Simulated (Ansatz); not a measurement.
Consider the ligand exchange at a B–O bond: `[CH3][AlH][O]BN` + HBr → `NBBr` + `[CH3][AlH][OH]`.

Computed with Ansatz on PBE0-D4/def2-TZVP structures; ΔE is electronic, products minus reactants. CCSD(T)/CBS is the MP2 limit (def2-TZVPP, def2-QZVPP) plus CCSD(T) − MP2 in def2-TZVPP, frozen cores. DFT in def2-TZVPP. B3LYP here is the variant with VWN-RPA as its local correlation; programs differ in this. For Br outer-core shells are correlated without core-valence functions, which leaves a few kJ/mol of doubt a bond. Scalar relativity is left out up to krypton. Each species was taken in one conformer, which may not be the lowest.

CCSD(T)/CBS gives +31.8 kJ/mol.

Q: Another level gave +34.4 kJ/mol. Which?
A. r2SCAN-D4/def2-TZVPP
B. HF/def2-TZVPP
C. B3LYP-D4/def2-TZVPP
D. PBE/def2-TZVPP

A: A. r2SCAN-D4 34.4, B3LYP-D4 40.1, PBE 28.5, HF/def2-TZVPP 47.8 kJ/mol.

Largest T1 diagnostic among the species: 0.012.

In def2-TZVPP, CCSD(T) changes the Hartree–Fock value by −13.7 kJ/mol (the triples alone add −2.4 kJ/mol) and MP2 by −19.5 kJ/mol.
